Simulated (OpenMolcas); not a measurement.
Lines of F+: computed and rescaled rates

```
Program             : OpenMolcas 26.06
Method              : SS-CASPT2, IPEA 0.25 Eh, imaginary shift 0.1 Eh (closed shells correlated: 1s 2s)
Basis               : ANO-R3 [4s4p2d1f]
Scalar Hamiltonian  : X2C, finite nucleus
Active space        : 4 electrons in 3 orbitals (2p)
State averaging     : 2S+1 = 3 even, 3 roots; 2S+1 = 1 even, 6 roots
Spin-orbit coupling : RASSI with atomic mean-field integrals over the reference wave functions, term energies averaged over their components
```

Rates come from the transition moments of the reference wave functions (E1 and E2 in the length form). At fixed line strength A goes as λ^-3 for E1 and M1 and as λ^-5 for E2, so a rate at the computed wavelength can be rescaled to the measured one. Measured vacuum wavelengths follow from level energies in NIST Handbook of Basic Atomic Spectroscopic Data. Branching counts decays inside the model space alone, at computed energies, and the table is only a selection of the E2 and M1 lines, drawn from those between levels with measured partners whose computed energy lies within a factor of 1.5 of the measured one.

```tsv
Upper	Lower	Type	λ computed (nm)	λ measured (nm)	A computed (s-1)	A rescaled (s-1)	Branching %
2s² 2p⁴ ³P₀	2s² 2p⁴ ³P₁	M1	64940	67320	1.98e-04	1.78e-04	100.0
2s² 2p⁴ ³P₁	2s² 2p⁴ ³P₂	M1	31360	29310	7.32e-04	8.97e-04	100.0
2s² 2p⁴ ¹D₂	2s² 2p⁴ ³P₁	M1	483.6	487	1.35e-02		24.1
2s² 2p⁴ ¹D₂	2s² 2p⁴ ³P₂	M1	476.3	479.1	4.23e-02		75.7
2s² 2p⁴ ¹S₀	2s² 2p⁴ ¹D₂	E2	381.6	415.9	3.31e+00	2.15e+00	86.7
2s² 2p⁴ ¹S₀	2s² 2p⁴ ³P₁	M1	213.3	224.3	5.07e-01		13.3
```

Spin-changing lines and M1 lines between different terms are not rescaled, since their strength hangs on the term gaps too.

The largest correction is for 2s² 2p⁴ ¹S₀ → 2s² 2p⁴ ¹D₂ (E2): 3.31e+00 × (381.6 / 415.9)^5 = 2.15e+00 s-1, a factor of 0.65.

The computed rate and branching of 2s² 2p⁴ ³P₁ → 2s² 2p⁴ ³P₂ give the upper level a radiative lifetime of 1.000 / 7.32e-04 s-1 = 1.37e+03 s, counting decays inside the model space alone. The rescaled rate gives about 1.1e+03 s.

No measured rate stands beside these. Rescaling mends the energy factor alone: line strengths can still be far off where a level mixes with configurations outside the active space, and weak or spin-changing lines hang on small mixing coefficients that depend on the term gaps too, so rescaling need not improve them.

CASPT2 breaks the degeneracy within a term, and the mean is taken; among the terms shown or strongly mixed into the levels shown the widest spread is 63 cm-1 (2s² 2p⁴ ¹D). With the s shell closed, the reference lacks s² → p² mixing. Measured partners are found by configuration, term and J. A level has none where our copy of the source lacks it or the pairing is in doubt (some pairs that miss far off the trend of their configuration count as doubtful). Only configurations of the active space appear.
